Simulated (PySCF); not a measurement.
**Radial density of Xe (xenon, neutral)**

UHF, [Kr] 4d10 5s1 5p6 6s1, 6s spin antiparallel (an excited configuration). Calculation: PySCF 2.14, in aug-cc-pVQZ-DK3 (9s8p6d3f2g, 102 functions); the spin-free X2C one-electron Hamiltonian (Gaussian nucleus).

| r (bohr) | 4πr²ρ (e/bohr) |
| --- | --- |
| 0.0248 | 66.64 |
| 0.0418 | 62.52 |
| 0.0703 | 88.05 |
| 0.118 | 75.42 |
| 0.199 | 72.48 |
| 0.335 | 52.39 |
| 0.563 | 27.17 |
| 0.946 | 19.19 |
| 1.59 | 5.921 |
| 2.68 | 2.598 |
| 4.50 | 0.2130 |
| 7.58 | 0.001653 |

Densities and radii are taken from the X2C orbitals without a picture-change correction, which distorts them close to the nucleus.

The outer electron is Rydberg-like, and this basis confines it to a smaller radius and binds it less than a complete one would. With the s spin flipped the determinant is a mixture of two multiplicities, not a spectroscopic state.
